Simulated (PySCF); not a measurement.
NMR data simulated for an unnamed compound:

$^{1}$H NMR (400 MHz, computed): δ 4.09 (m, 3H), 2.91 (m, 2H).

$^{13}$C{$^{1}$H} NMR (computed): δ 169.1 (C), 144.3 (C), 27.2 (CH2).

- GFN2-xTB geometry
- PBE0/pcSseg-1 with gauge-including orbitals
- program: PySCF 2.14
- no relativistic terms, one computed conformer, isolated molecule, fast rotation and ring inversion assumed for equivalent nuclei

Referencing at the same level of theory: $^{1}$H, $^{13}$C against TMS.

**Question.** Which of these does the molecule contain: a tert-butyl group, an NH or NH2 group, a non-aromatic C=C double bond, a Si–H bond, an ester?

**Answer.** 
- A tert-butyl group: no.
- An NH or NH2 group: no.
- A non-aromatic C=C double bond: yes.
- A Si–H bond: yes (δH 4.09 (m)).
- An ester: no.

The data belong to `InChI=1S/C3H5F3P2Si/c4-2(5)3(6)8-7-1-9/h1H2,9H3`; they needn't prove each group on their own.

Carbon signals by region: 1 in the far downfield region (above 160 ppm), 1 in the sp2 and nitrile region (100–160 ppm), 1 below 50 ppm. Above 160 ppm: 169.1, fully substituted alkene carbon.

Splittings by $^{19}$F and $^{31}$P in the carbon and heteronuclear signals aren't shown, as no couplings were computed. Shifts are as computed. Against solution values, carbons near 30 ppm lie about +3 ppm off and those near 130 ppm about +5 ppm. Of 1211 compounds with measured shifts, 218 miss one by over three times the rms of a fit or turn the order of signals round; such compounds aren't used in these exercises. Multiplicities follow the n + 1 count of equivalent neighbours, as no J values were calculated; m marks all less simple cases, F and P coupling included.
